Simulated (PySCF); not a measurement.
Zn(Et)(SH) (C2H6SZn), SMILES C[CH2][Zn][SH].

The structure is a stationary point at PBE-D3(BJ)/def2-SVP. The isomer is the one that the SMILES or the coordinates give; other isomers of the formula were not compared. The values are those of a single conformer.

Two levels are set side by side: PBE/def2-TZVP (PySCF) and ωB97X/def2-TZVP (PySCF). Same geometry, gas phase. Differences are taken from unrounded values.

```csv
quantity,ωB97X
orbital gap (eV),10.82
highest occupied level (eV),-9.45
lowest empty level (eV),1.37
dipole moment (D),2.02
mean polarisability (bohr³),69.5
```

**Question.** What does PBE give, and how far is it from ωB97X? (An estimate is asked for; the answer gives what the named calculation found.)

**Answer.** 
| quantity | PBE | PBE minus ωB97X |
|---|---|---|
| orbital gap (eV) | 4.76 | -6.06 |
| highest occupied level (eV) | -5.87 | 3.59 |
| lowest empty level (eV) | -1.11 | -2.48 |
| dipole moment (D) | 1.95 | -0.07 |
| mean polarisability (bohr³) | 74.6 | 5.2 |

Without exact exchange PBE keeps part of each electron's self-repulsion, which lifts occupied levels and narrows the gap. Loosely held outer electrons make PBE densities more polarisable. Differences between two approximate levels are no errors against the true value.

Rough cost on one machine, each run with all the roots and properties that it gave: ωB97X against PBE within a factor of 2.
